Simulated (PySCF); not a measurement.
Si(Cl)(Br)2(OH) (Br2ClHOSi), SMILES Br[Si](Br)(O)Cl. Atoms are numbered in the order given.

```xyz
6

O     -1.6273    -0.7046    -1.1161
Si    -0.4514    -0.3240    -0.0414
Cl    -0.6851    -1.3714     1.7039
Br     1.4524    -0.8568    -0.9801
Br    -0.4948     1.8271     0.4494
H     -2.5337    -0.4742    -0.8838
```
Charge 0, spin multiplicity 1.

Coordinates come from a PBE0-D3(BJ)/def2-SVP optimisation. The structure was generated by enumeration, and PubChem lists no compound with its InChIKey, so it may never have been made. Other conformers were not sampled.

Computed with B3LYP/pcSseg-1 in PySCF.

GIAO shieldings, no solvent; atoms alike by connectivity are averaged. δ = σ(ref) − σ: ¹⁷O against H2O (σ = 333.8 ppm); ²⁹Si against TMS (σ = 338.7 ppm); ³⁵Cl against HCl (σ = 933.3 ppm); ¹H against TMS (σ = 31.68 ppm), references at their B3LYP-D3(BJ)/def2-TZVP geometries, non-relativistic (without spin–orbit terms, shifts of atoms bonded to Cl or Br come out too high).

```tsv
atoms	nucleus	count	δ (ppm)
O1	¹⁷O	1	120.1
Si2	²⁹Si	1	___
Cl3	³⁵Cl	1	___
H6	¹H	1	3.17
```

Task: Some entries are withheld; supply them. (The exact figures need the calculation; the answer reports its results.)

Result: 
- Cl3, δ (ppm): 202.7
- Si2, δ (ppm): 17.5
